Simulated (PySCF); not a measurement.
A calculated (UHF, PySCF 2.14, x2c-TZVPPall, scalar relativity by spin-free X2C-1e) atom or ion has these occupied shells.

```tsv
shell	electrons	orbital energy (eV)	rms radius, mean of both spins (bohr)
1s α	1	-9749.1	0.0580
1s β	1	-9748.8	0.0580
2s α	1	-1254.2	0.244
2s β	1	-1252.8	0.244
2p α	3	-1085.5	0.219
2p β	3	-1084.2	0.219
3s α	1	-178.55	0.726
3s β	1	-174.96	0.726
3p α	3	-126.07	0.767
3p β	3	-122.13	0.767
3d α	5	-40.627	0.931
3d β	4	-38.747	0.931
4s α	1	-21.643	2.49
4p α	1	-14.470	2.90
```

Name the element and its charge.

Zn⁺ (zinc, charge +1), in [Ar] 3d9 4s1 4p1, one real determinant (an excited configuration).
